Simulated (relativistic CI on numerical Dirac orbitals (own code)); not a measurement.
## Judd-Ofelt analysis for Nd4+

Method of calculation: Dirac-Coulomb-Breit CI, orbitals from a KLI potential per configuration, model QED, valence Slater integrals scaled by 0.8 (own radial code, finite nucleus).

Configuration 4f2 alone, in intermediate coupling. Take Ω₂ = 6.6, Ω₄ = 5.26, Ω₆ = 1.23 (10⁻²⁰ cm²) and refractive index n = 1.92 as given. A_ED = 64π⁴e²ν³ n(n² + 2)²/[27h(2J + 1)] Σ Ω_λ |U^λ|², in Gaussian units with ν in cm⁻¹, and A_MD is n³ times the free-ion magnetic-dipole rate; a dash marks a rate that is forbidden or under 2 % of the level's free-ion decay.

Emitting level 1S_0 at 57597 cm⁻¹ (radiative decay alone: multiphonon quenching in a host is left out, and the level can lie too high or too low):

```csv
To,ν (cm⁻¹),U² squared,U⁴ squared,U⁶ squared,Free-ion A(M1) (s⁻¹)
3H_4,57597,0.0000,0.0114,0.0000,-
3H_5,54822,0.0000,0.0000,0.0000,-
3H_6,52005,0.0000,0.0000,0.0000,-
3F_2,51377,0.0037,0.0000,0.0000,-
1G_4,49714,0.0000,0.2720,0.0000,-
3F_3,49579,0.0000,0.0000,0.0000,-
3F_4,46021,0.0000,0.2851,0.0000,-
1D_2,36261,0.4960,0.0000,0.0000,-
1I_6,32253,0.0000,0.0000,0.5649,-
3P_0,31340,0.0000,0.0000,0.0000,-
3P_1,30530,0.0000,0.0000,0.0000,16.6
3P_2,29061,0.0709,0.0000,0.0000,-
```

Task: Give the rates, branching ratios and the radiative lifetime.

Result: The rates are:

| To | λ (nm) | A_ED (s⁻¹) | A_MD (s⁻¹) | β (%) |
| --- | --- | --- | --- | --- |
| 3H_4 | 174 | 57000 | 0 | 2.2 |
| 3H_5 | 182 | 0 | 0 | 0.0 |
| 3H_6 | 192 | 0 | 0 | 0.0 |
| 3F_2 | 195 | 16300 | 0 | 0.6 |
| 1G_4 | 201 | 877000 | 0 | 33.3 |
| 3F_3 | 202 | 0 | 0 | 0.0 |
| 3F_4 | 217 | 730000 | 0 | 27.7 |
| 1D_2 | 276 | 779000 | 0 | 29.6 |
| 1I_6 | 310 | 116000 | 0 | 4.4 |
| 3P_0 | 319 | 0 | 0 | 0.0 |
| 3P_1 | 328 | 0 | 117 | 0.0 |
| 3P_2 | 344 | 57300 | 0 | 2.2 |

τ_rad = 3.80e-07 s. Computed level positions enter as ν³, so measured ones would change the rates. For the strongest line (201 nm) and an assumed effective width Δλ = 1.2 nm (300 cm⁻¹), the Füchtbauer-Ladenburg formula σ = λ⁴A/(8πcn²Δλ) gives a peak emission cross-section of 43 × 10⁻²⁰ cm². The line to 1D_2 has a large U² element and is therefore hypersensitive to the surroundings through Ω₂.
